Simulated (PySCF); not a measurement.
Ga(Me)2 (C₂H₆Ga), SMILES [Ga]([CH3])[CH3], multiplicity 2.

Coordinates come from a B3LYP-D3(BJ)/def2-SVP optimisation. The multiplicity is an assumed one; other spin states were not compared. The isomer is the one that the SMILES or the coordinates give; other isomers of the formula were not compared.

Method: B3LYP-D3(BJ)/def2-SVP run with PySCF.

Frequencies are harmonic and unscaled.

Computed normal modes with their intensities:
```json
[
 {"mode": "1", "ν (cm⁻¹)": "37", "IR (km/mol)": "0.0", "moving atoms (share of kinetic energy)": "H 99 %"},
 {"mode": "2", "ν (cm⁻¹)": "57", "IR (km/mol)": "0.0", "moving atoms (share of kinetic energy)": "H 87 %, C 9 %"},
 {"mode": "3", "ν (cm⁻¹)": "144", "IR (km/mol)": "1.7", "moving atoms (share of kinetic energy)": "C 49 %, H 33 %, Ga 18 %"},
 {"mode": "4", "ν (cm⁻¹)": "478", "IR (km/mol)": "12.8", "moving atoms (share of kinetic energy)": "C 72 %, H 17 %, Ga 11 %"},
 {"mode": "5", "ν (cm⁻¹)": "518", "IR (km/mol)": "42.1", "moving atoms (share of kinetic energy)": "C 58 %, Ga 22 %, H 21 %"},
 {"mode": "6", "ν (cm⁻¹)": "558", "IR (km/mol)": "0.0", "moving atoms (share of kinetic energy)": "H 87 %, C 12 %"},
 {"mode": "7", "ν (cm⁻¹)": "582", "IR (km/mol)": "0.0", "moving atoms (share of kinetic energy)": "H 87 %, C 13 %"},
 {"mode": "8", "ν (cm⁻¹)": "637", "IR (km/mol)": "6.0", "moving atoms (share of kinetic energy)": "H 82 %, C 15 %"},
 {"mode": "9", "ν (cm⁻¹)": "764", "IR (km/mol)": "53.3", "moving atoms (share of kinetic energy)": "H 77 %, C 21 %"},
 {"mode": "10", "ν (cm⁻¹)": "1158", "IR (km/mol)": "0.1", "moving atoms (share of kinetic energy)": "H 81 %, C 19 %"},
 {"mode": "11", "ν (cm⁻¹)": "1178", "IR (km/mol)": "1.6", "moving atoms (share of kinetic energy)": "H 83 %, C 17 %"},
 {"mode": "12", "ν (cm⁻¹)": "1409", "IR (km/mol)": "2.8", "moving atoms (share of kinetic energy)": "H 95 %"},
 {"mode": "13", "ν (cm⁻¹)": "1415", "IR (km/mol)": "1.2", "moving atoms (share of kinetic energy)": "H 95 %"},
 {"mode": "14", "ν (cm⁻¹)": "1422", "IR (km/mol)": "0.0", "moving atoms (share of kinetic energy)": "H 94 %"},
 {"mode": "15", "ν (cm⁻¹)": "1434", "IR (km/mol)": "10.1", "moving atoms (share of kinetic energy)": "H 95 %"},
 {"mode": "16", "ν (cm⁻¹)": "3010", "IR (km/mol)": "9.9", "moving atoms (share of kinetic energy)": "H 97 %"},
 {"mode": "17", "ν (cm⁻¹)": "3012", "IR (km/mol)": "8.0", "moving atoms (share of kinetic energy)": "H 97 %"},
 {"mode": "18", "ν (cm⁻¹)": "3099", "IR (km/mol)": "0.0", "moving atoms (share of kinetic energy)": "H 91 %, C 9 %"},
 {"mode": "19", "ν (cm⁻¹)": "3101", "IR (km/mol)": "23.3", "moving atoms (share of kinetic energy)": "H 91 %, C 9 %"},
 {"mode": "20", "ν (cm⁻¹)": "3145", "IR (km/mol)": "10.1", "moving atoms (share of kinetic energy)": "H 91 %, C 9 %"},
 {"mode": "21", "ν (cm⁻¹)": "3146", "IR (km/mol)": "3.9", "moving atoms (share of kinetic energy)": "H 91 %, C 9 %"}
]
```
